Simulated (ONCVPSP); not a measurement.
## Potentials for boron (B) compared

Generated with ld1.x 7.5 (TM, RRKJ, ultrasoft, PAW), atompaw 4.2 or ONCVPSP 4.0.1. The cutoff is in Ry: for ld1.x and atompaw files where the sum of valence levels is converged to 10 mRy in a Bessel basis, for ONCV files where the hardest occupied wave has 1 mHa per electron of residual kinetic energy. The error is the largest all-electron minus pseudo excitation energy over each file’s own four to seven test configurations (ionisations up to +4, promotions, holes and added fractions of an electron), all of which were solved. The labels leave out finer settings (local radius, basis sizes, second energies), which also bear on the numbers. Spin-polarised tests are not counted. The rows are a selection from randomly drawn settings: files with unsolved tests, undetermined cutoffs or missed reference levels are left out.

| potential | cutoff (Ry) | largest error (meV) | bound ghosts |
| --- | --- | --- | --- |
| ONCV, PBEsol, scalar-relativistic, rc 1.45/2.70 (sp), local s, core correction yes, reference 2s2 2p1, qcut 4.2/4.1, projectors 0/2 | 40 | +250 | none |
| ONCV, PBEsol, scalar-relativistic, rc 1.10/1.10 (sp), local p, core correction yes, reference 2s1, qcut 7.5/7.8, projectors 2/0 | 28 | -176 | none |
| ONCV, PBE, scalar-relativistic, rc 1.45/3.00 (sp), local smoothed, core correction no, reference 2s2 2p1, qcut 3.7/5.1, projectors 2/2 | 47 | +240 | none |
| ONCV, PBEsol, scalar-relativistic, rc 1.15/0.90 (sp), local smoothed, core correction no, reference 2s1, qcut 7.2/9.6, projectors 1/2 | 29 | +163 | none |
| ONCV, LDA (Perdew-Zunger), scalar-relativistic, rc 1.55/3.20/3.15 (spd), local smoothed, core correction yes, reference 2s1.75 2p1.25, qcut 3.4/4/3.5, projectors 2/2/1 | 49 | +463 | none |
| ONCV, PBEsol, scalar-relativistic, rc 1.60/3.60 (sp), local s, core correction no, reference 2s2 2p1, qcut 5/3.5, projectors 0/1 | 20 | +623 | none |

(1) Fill in the row for B: ONCV, PBE, non-relativistic, rc 1.65/3.70 (sp), local smoothed, core correction yes, reference 2s2 2p0.75, qcut 4.9/4.6, projectors 2/2.

(2) Fill in the row for B: ONCV, PBE, scalar-relativistic, rc 1.15/2.60/2.30 (spd), local smoothed, core correction no, reference 2s2 2p1, qcut 5.1/4.1/3.9, projectors 1/2/2.

## Answers

(1) cutoff 19 Ry, largest error +351 meV, bound ghosts: none.

(2) cutoff 23 Ry, largest error +245 meV, bound ghosts: none.
